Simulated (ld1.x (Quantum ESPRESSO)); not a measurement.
## In (Z = 49), PAW: configuration errors across variants

* Element: In
* Generator: ld1.x (Quantum ESPRESSO) 7.5
* Type: PAW
* Functional: PBE
* Relativity: scalar-relativistic
* Frozen core: [Kr]
* Valence charge: 13
* Reference configuration: 4d10 5s1 5p2
* Partial waves: 5s (bound): rcut 1.60, rcutus 2.00 bohr; 5s channel at 3.8 Ry: rcut 1.60, rcutus 2.00 bohr; 5p (bound): rcut 2.40, rcutus 3.05 bohr; 5p channel at 0.55 Ry: rcut 2.40, rcutus 3.05 bohr; 4d (bound): rcut 1.75, rcutus 1.90 bohr; 4d channel at -0.65 Ry: rcut 1.75, rcutus 1.90 bohr
* Local potential: all-electron potential smoothed inside 2.00 bohr (lloc = -1)
* Core correction: Bessel-smoothed model core, default radius (core density twice the valence density)
* Augmentation charge: BESSEL, radius 1.40 bohr

All-electron excitation energies from the reference (eV): (1) 4d10 5s2 5p1 -5.841; (2) 4d10 5s2 5p0 -0.478; (3) 4d10 5s1 5p0 18.757; (4) 4d9 5s2 5p1 19.274; (5) 4d10 5s1 5p1 6.115; (6) 4d10 5s2 5p0.5 -3.901; (7) 4d9 5s2 5p2 12.466.

The default core radius of the base comes out at 0.68 bohr.

2 further variants failed, have other tests or too few solved ones, and are left out.

A true bound ghost makes a file unfit for plane-wave use even where its test errors are small: the radial tests pick states by their node count and pass the ghost by.

Errors AE − PS in meV (a dash: test not solved or not reliable):

| change | (1) | (2) | (3) | (4) | (5) | (6) | (7) | bound ghosts |
| --- | --- | --- | --- | --- | --- | --- | --- | --- |
| base | +1.0 | +3.0 | +1.6 | -83 | -0.6 | +1.5 | -59 | none |
| waves 5s (bound): rcut 1.60, rcutus 2.02 bohr; 5s channel at 3.8 Ry: rcut 1.60, rcutus 2.02 bohr | +0.9 | +2.3 | +1.0 | -79 | -0.7 | +1.1 | -54 | none |
| waves 4d (bound): rcut 1.75, rcutus 2.70 bohr; 4d channel at -0.65 Ry: rcut 1.75, rcutus 2.70 bohr | +0.6 | +1.4 | +8.7 | – | – | – | – | none |
| local potential all-electron potential smoothed inside 2.90 bohr (lloc = -1) | +22 | +69 | +43 | +461 | +2.9 | +37 | +216 | none |
| wave 5p channel at 0.55 Ry: rcut 2.40, rcutus 3.05 bohr becomes 5p channel at -0.1 Ry: rcut 2.40, rcutus 3.05 bohr | +1.1 | +3.0 | +1.6 | -77 | -0.6 | +1.5 | -52 | none |
| local potential all-electron potential smoothed inside 2.84 bohr (lloc = -1) | -6.3 | -23 | -16 | -166 | -2.5 | -12 | -121 | s |
| core correction Bessel-smoothed model core inside 2.26 bohr | +0.8 | +2.6 | +2.7 | -84 | -0.5 | +1.2 | -61 | none |

(1) Give the same row for: augmentation BESSEL, radius 1.65 bohr.

## Answers

(1) +1.0, +2.8, +0.7, -88, -0.7, +1.4, -68; bound ghosts: none.
